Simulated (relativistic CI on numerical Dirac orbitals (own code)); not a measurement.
## W5+: calculation against measurement

Calculated at this level of theory: Dirac-Coulomb-Breit CI, KLI orbitals optimised for each configuration, QED by a radiative potential, valence Slater integrals scaled by 0.85, P86 correlation energy added to each configuration (own radial code, finite nucleus).

Configuration list (outside the closed core [Kr] 4d10 5s2): 4f14.5p6.5d, 4f14.5p6.6s, 4f14.5p6.5f, 4f14.5p6.6p, 4f14.5p6.5g, 4f14.5p5.5d2, 4f14.5p6.6d, 4f14.5p6.7s, 4f14.5p6.7p, 4f13.5p6.5d2, 4f14.5p6.6f, 4f14.5p6.7d, 4f13.5p6.5d.6s, 4f14.5p6.7f. Double excitations out of closed p, d and f shells are left out; levels of such configurations are missing from the list, as are those of other unlisted configurations, and high levels can miss mixing partners.

| Configuration | Term (tabulated) | J | Measured (cm⁻¹) | Computed | Error | Purity (%) |
| --- | --- | --- | --- | --- | --- | --- |
| 4f14.5p6.5d | 2D | 3/2 | 0.0 | 0 | 0 | 100 |
| 4f14.5p6.5d | 2D | 5/2 | 8709.3 | 8034 | -675 | 100 |
| 4f14.5p6.6s | 2S | 1/2 | 79431.3 | 85001 | 5569 | 100 |
| 4f14.5p6.6p | 2P° | 1/2 | 147553.1 | 151110 | 3557 | 100 |
| 4f14.5p6.6p | 2P° | 3/2 | 165036.7 | 167783 | 2747 | 100 |
| 4f14.5p6.5f | 2F° | 5/2 | 261681.0 | 262830 | 1149 | 95 |
| 4f14.5p6.6d | 2D | 3/2 | 261694.6 | 262032 | 337 | 100 |
| 4f14.5p6.5f | 2F° | 7/2 | 262430.0 | 263530 | 1100 | 96 |
| 4f14.5p6.6d | 2D | 5/2 | 264411.7 | 264663 | 251 | 100 |

Measured levels from measured levels as listed in J. Phys. B 45, 035002 (2012); pairs were made by configuration, J and term (by order where the table uses no LS term), so strongly mixed levels may be paired wrongly.

Mean error by configuration (cm⁻¹): 4f14.5p6.5d -675; 4f14.5p6.6s 5569; 4f14.5p6.6p 3152; 4f14.5p6.5f 1124; 4f14.5p6.6d 294. Over the excited levels the mean absolute error is 1923 cm⁻¹ (8 of the 8 excited levels that our extract of the source holds in range could be paired), and the median relative error of those above 1,000 cm⁻¹ is 1.1 %.
